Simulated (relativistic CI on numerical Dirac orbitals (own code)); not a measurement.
# Ligand-field terms of d3

Computed with a parametric ligand-field model of a d^n configuration (Racah B and C, spin-orbit zeta, crystal field), exact diagonalisation.

Field parameters in Wybourne normalisation: Oh B⁴₀ = 21Dq, B⁴₄ = √(5/14) B⁴₀; Td as Oh with Dq negative (B⁴₀ = 21Dq, B⁴₄ = √(5/14) B⁴₀). The field is a parameter set, without covalency.

Problem. Lowest levels for B = 440, C = 1780, ζ = 2400 cm⁻¹, Td, 10Dq = -10850 cm⁻¹?

Solution. Γ8 0 (S 1.03), Γ7 4205 (S 1.49), Γ8 5654 (S 1.31), Γ8 6471 (S 1.27), Γ6 7697 (S 1.44), Γ8 11075 (S 0.98), Γ7 11454 (S 0.83), Γ6 11672 (S 0.70), Γ8 12962 (S 0.69) cm⁻¹, with S from ⟨S²⟩ = S(S + 1). The ground level has 2.42 electrons in the cubic e pair.

Problem. Lowest levels for B = 450, C = 1740, ζ = 4450 cm⁻¹, Td, 10Dq = -7250 cm⁻¹?

Solution. Γ8 0 (S 1.18), Γ7 7091 (S 1.46), Γ8 9302 (S 1.37), Γ8 10467 (S 1.08), Γ6 12307 (S 1.11), Γ8 12486 (S 1.03), Γ7 12672 (S 1.03), Γ6 13755 (S 1.08), Γ6 14860 (S 0.97) cm⁻¹, with S from ⟨S²⟩ = S(S + 1). The ground level has 1.89 electrons in the cubic e pair; its S is far from a half-integer, so spin-orbit coupling mixes spin states.

Problem. Lowest levels for B = 570, C = 2410, ζ = 2900 cm⁻¹, Oh, 10Dq = 35350 cm⁻¹?

Solution. Γ8 0 (S 1.47), Γ8 11059 (S 0.55), Γ8 12124 (S 0.52), Γ6 12845 (S 0.52), Γ7 20139 (S 0.54), Γ8 21167 (S 0.56), Γ7 34925 (S 1.48), Γ8 35550 (S 1.46), Γ8 36219 (S 1.46) cm⁻¹, with S from ⟨S²⟩ = S(S + 1). The ground level has 0.02 electrons in the cubic e pair.

Problem. Lowest levels for B = 610, C = 2290, ζ = 500 cm⁻¹, Oh, 10Dq = 37950 cm⁻¹?

Solution. Γ8 0 (S 1.50), Γ8 11749 (S 0.50), Γ8 12111 (S 0.50), Γ6 12205 (S 0.50), Γ8 19054 (S 0.50), Γ7 19174 (S 0.50), Γ7 37761 (S 1.50), Γ8 37884 (S 1.50), Γ8 38080 (S 1.50) cm⁻¹, with S from ⟨S²⟩ = S(S + 1). The ground level has 0.00 electrons in the cubic e pair.

Problem. Lowest levels for B = 590, C = 2330, ζ = 400 cm⁻¹, Oh, 10Dq = 15500 cm⁻¹?

Solution. Γ8 0 (S 1.50), Γ8 11298 (S 0.52), Γ8 11816 (S 0.51), Γ6 11940 (S 0.51), Γ7 15342 (S 1.50), Γ8 15425 (S 1.49), Γ6 15646 (S 1.50), Γ8 15651 (S 1.49), Γ8 17322 (S 0.53) cm⁻¹, with S from ⟨S²⟩ = S(S + 1). The ground level has 0.00 electrons in the cubic e pair.
